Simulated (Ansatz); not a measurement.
C4H8Si can be A, `CC#CC[SiH3]`, or B, `CC#C[SiH2]C`.

Calculated with Ansatz (gas phase, PBE0-D4/def2-TZVP geometries, no zero-point term in ΔE). CCSD(T)/CBS adds triple-zeta CCSD(T) − MP2 to the extrapolated MP2 energy (def2 sets, frozen cores). Functionals use def2-TZVPP. B3LYP here is the variant with VWN-RPA as its local correlation; programs differ in this.

Which isomer does CCSD(T)/CBS put lower? Give the gap. (Best estimate.)

Computed: B, by 16.9 kcal/mol.

Give E(B) − E(A) in kcal/mol with B2PLYP, HF/def2-TZVPP, CCSD(T)/def2-TZVPP, B3LYP-D4, CCSD/def2-TZVPP, PBE0-D4, r2SCAN-D4. (Estimate.)

Computed: B2PLYP -16.7, HF/def2-TZVPP -16.5, CCSD(T)/def2-TZVPP -16.6, B3LYP-D4 -16.0, CCSD/def2-TZVPP -16.5, PBE0-D4 -15.3, r2SCAN-D4 -16.9. None reverses the order clearly.

Largest T1 diagnostic: 0.011.
